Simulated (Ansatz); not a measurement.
Consider the formal exchange of groups at the Sn–C bond: `C#[C][SnH2][C]#C` + BH₃ → `[BH2][SnH2][C]#C` + `C#C`.

Gas-phase electronic energies from Ansatz, PBE0-D4/def2-TZVP geometries. CCSD(T)/CBS adds triple-zeta CCSD(T) − MP2 to the extrapolated MP2 energy (def2 sets, frozen cores). This one scheme is used for every species. DFT in def2-TZVPP. B3LYP here is the variant with VWN-RPA as its local correlation; programs differ in this. Elements past krypton have def2 core potentials. For Sn outer-core shells are correlated without core-valence functions, which leaves a few kJ/mol of doubt a bond.

`C#[C][SnH2][C]#C`:

```xyz
9

C    -1.666   -0.874    2.072
C    -0.790   -0.811    1.247
Sn    0.734   -0.740   -0.163
C     0.552    1.054   -1.193
C     0.463    2.089   -1.805
H    -2.444   -0.922    2.800
H     2.231   -0.773    0.636
H     0.542   -2.028   -1.253
H     0.379    3.006   -2.342
```

BH₃:

Z-matrix (Å, degrees):
```
B
H 1 1.193
H 1 1.193 2 120.0
H 1 1.193 2 120.0 3 180.0
```

`[BH2][SnH2][C]#C`:

```xyz
9

B    -0.350    1.952   -0.577
Sn   -0.821   -0.226   -0.332
C     0.748   -1.236    0.609
C     1.672   -1.790    1.154
H    -1.143    2.675   -1.100
H     0.684    2.405   -0.193
H    -1.068   -1.010   -1.829
H    -2.207   -0.486    0.632
H     2.484   -2.285    1.635
```

`C#C`:

Cartesian coordinates in Å:
```
C -0.286 -0.526 0.007
C 0.286 0.526 -0.007
H -0.794 -1.462 0.019
H 0.794 1.462 -0.019
```

```csv
level,ΔE (kJ/mol),difference from CCSD(T)/CBS
PBE-D4,9.9,-11.9
BLYP-D4,16.8,-5.0
B97M-V,20.2,-1.6
r2SCAN0-D4,17.2,-4.6
BHLYP-D4,23.7,1.9
B3LYP,16.9,-4.9
CCSD(T)/def2-SVP,21.7,-0.1
MP2/def2-TZVPP,31.3,9.5
MP2/CBS(def2),27.6,5.8
CCSD/CBS(def2),20.7,-1.1
CCSD(T)/CBS,21.8,0
```

Largest T1 diagnostic among the species: 0.014.

From BLYP to BHLYP (50 % exact exchange), in def2-TZVPP and without D4, ΔE moves by +7.5 kJ/mol. Leaving LDA and LC-ωPBE aside and taking each functional with its dispersion term where it has one, the values spread over 13.8 kJ/mol, from PBE-D4 to BHLYP-D4. LDA lies −7.3 kJ/mol from PBE without D4.
